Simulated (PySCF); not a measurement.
CH₈GeOSi, SMILES O[SiH2][CH2][GeH3], singlet at its GFN2-xTB optimised geometry (Å):

```
12

O      1.7930    -1.9392    -0.0233
Si     1.4178    -0.3554     0.0000
C     -0.4729    -0.3554     0.0000
Ge    -1.1939     1.4625     0.0000
H      2.6954    -2.2429    -0.0257
H      1.9585     0.2785     1.2061
H      1.9594     0.3129    -1.1870
H     -0.8431    -0.8889    -0.8746
H     -0.8436    -0.8891     0.8743
H     -0.7607     2.2396     1.2028
H     -0.7508     2.2429    -1.1972
H     -2.6954     1.4753    -0.0063
```

Level of theory: PySCF 2.14.0 with PBE0/def2-TZVP.

Map of the Laplacian of the electron density (e/bohr⁵) on the plane z = 1.5 Å:

```
|*****************************|
|*****************************|
|*****************************|
|*****************************|
|************#****************|
|*********######**************|
|********###%@%##*************|
|********##%%%@%#*************|
|*******##%@* %%#*************|
|******###%%%%@%#*************|
|******####%%%%########*******|
|*******####%%######%%##******|
|********##########@@@%##*****|
|*********########%@=*@##*****|
|*********###%####%@*#@##*****|
|*********##%@%###%%@@%##*****|
|*********#%@@@%###%%%##******|
|*********##@@%#########******|
|*********##%%#########*******|
|**********#####*######*******|
|*****************#####*******|
|*****************#####*******|
|*******************#*********|
|*****************************|
|*****************************|
|*****************************|
|*****************************|
|*****************************|
|*****************************|
```
Scale: ten equal steps from -0.148 (start of ' ') to 0.070 (end of '@'), in the order ' .:-=+*#%@'; x runs from -5.00 to 5.00, y from -5.00 (bottom) to 5.00 (top).
